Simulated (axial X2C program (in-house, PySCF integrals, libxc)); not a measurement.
Outer orbitals of GeSe⁺ at 2.293 Å, PBE0

Calculated with an in-house relativistic program for diatomic molecules. Spin-free means the one-electron spin-free X2C Hamiltonian; two-component (2c) means X2C with spin–orbit coupling and atomic mean-field two-electron Coulomb and Gaunt terms, so the difference of the two also holds small scalar two-electron terms. Basis: Se dyall-cv3z [8s9p6d4f1g], Ge dyall-cv3z [9s9p7d4f1g] (cores contracted in-house); Gaussian nuclei, density fitting, unrestricted open shells. Masses: Se 79.917 u, Ge 73.921 u.

The distance is close to the 2c PBE0 minimum; the highest filled and lowest empty levels are listed.

Spin-free orbitals, state M_S = 1/2, Λ = 1 (beyond evenly filled blocks: π+α, π+β, π-α) (Löwdin shares):

```json
{"symmetry": "σα", "occupied": "yes", "ε (eV)": "-26.64", "atomic character": "74% Se s, 11% Ge s, 9% Ge p"}
{"symmetry": "σβ", "occupied": "yes", "ε (eV)": "-25.59", "atomic character": "70% Se s, 14% Ge s, 9% Ge p"}
{"symmetry": "σα", "occupied": "yes", "ε (eV)": "-20.08", "atomic character": "64% Ge s, 21% Se p, 10% Se s"}
{"symmetry": "σβ", "occupied": "yes", "ε (eV)": "-19.86", "atomic character": "63% Ge s, 19% Se p, 13% Se s"}
{"symmetry": "π+α", "occupied": "yes", "ε (eV)": "-14.52", "atomic character": "81% Se p, 14% Ge p, 4% Ge d"}
{"symmetry": "π-α", "occupied": "yes", "ε (eV)": "-14.52", "atomic character": "81% Se p, 14% Ge p, 4% Ge d"}
{"symmetry": "σα", "occupied": "yes", "ε (eV)": "-14.37", "atomic character": "47% Se p, 34% Ge p, 14% Ge s"}
{"symmetry": "σβ", "occupied": "yes", "ε (eV)": "-14.14", "atomic character": "47% Se p, 36% Ge p, 12% Ge s"}
{"symmetry": "π+β", "occupied": "yes", "ε (eV)": "-13.57", "atomic character": "73% Se p, 22% Ge p, 4% Ge d"}
{"symmetry": "π-β", "occupied": "no", "ε (eV)": "-11.46", "atomic character": "66% Se p, 29% Ge p, 3% Ge d"}
{"symmetry": "π-α", "occupied": "no", "ε (eV)": "-9.02", "atomic character": "81% Ge p, 13% Se p, 4% Se d"}
{"symmetry": "π+α", "occupied": "no", "ε (eV)": "-9.02", "atomic character": "81% Ge p, 13% Se p, 4% Se d"}
{"symmetry": "π+β", "occupied": "no", "ε (eV)": "-8.84", "atomic character": "73% Ge p, 20% Se p, 4% Se d"}
```

Spinors with spin–orbit coupling (state Ω = 3/2):

| ω | occupied | ε (eV) | atomic character | λ mixture |
| --- | --- | --- | --- | --- |
| 1/2 | yes | -26.61 | 73% Se s, 11% Ge s, 9% Ge p | 100% σ |
| -1/2 | yes | -25.58 | 70% Se s, 14% Ge s, 9% Ge p | 100% σ |
| 1/2 | yes | -20.07 | 64% Ge s, 21% Se p, 10% Se s | 100% σ |
| -1/2 | yes | -19.85 | 63% Ge s, 20% Se p, 13% Se s | 100% σ |
| -1/2 | yes | -14.64 | 80% Se p, 14% Ge p, 4% Ge d | 95% π, 5% σ |
| 1/2 | yes | -14.37 | 48% Se p, 34% Ge p, 14% Ge s | 98% σ, 2% π |
| 3/2 | yes | -14.37 | 80% Se p, 14% Ge p, 4% Ge d | 100% π |
| -1/2 | yes | -14.11 | 48% Se p, 36% Ge p, 12% Ge s | 95% σ, 5% π |
| 1/2 | yes | -13.66 | 73% Se p, 22% Ge p, 4% Ge d | 98% π, 2% σ |
| -3/2 | no | -11.35 | 66% Se p, 30% Ge p, 3% Ge d | 100% π |
| -1/2 | no | -9.09 | 81% Ge p, 13% Se p, 4% Se d | 100% π |
| 3/2 | no | -8.93 | 80% Ge p, 14% Se p, 4% Se d | 100% π |
| 1/2 | no | -8.91 | 74% Ge p, 20% Se p, 4% Se d | 100% π |

Problem. How does the gap between the highest filled and lowest empty level change from the spin-free to the 2c table?

Solution. From 2.11 to 2.31 eV at PBE0, a change of 0.20 eV.

Mulliken charges and populations of the two-component result (they depend on the basis, above all on diffuse functions):

Se 0.23 e (s 7.96 p 15.76 d 10.05), Ge 0.77 e (s 7.95 p 13.18 d 10.09 f 0.01). ⟨Lz⟩ = 1.00 ħ and ⟨Sz⟩ = 0.50 ħ (0.48 and 0.02 on the two atoms), which add up to Ω.

The state is a single determinant with fixed occupations, the lowest that a limited PBE0 search found. Density functionals use the spin component along the axis (collinear). Without a current term, density functionals place determinants with orbital angular momentum somewhat too high. The determinant is spin-polarised beyond a pure state at some levels (its spin-free form has ⟨S²⟩ too high), which makes Re and μ there less reliable.
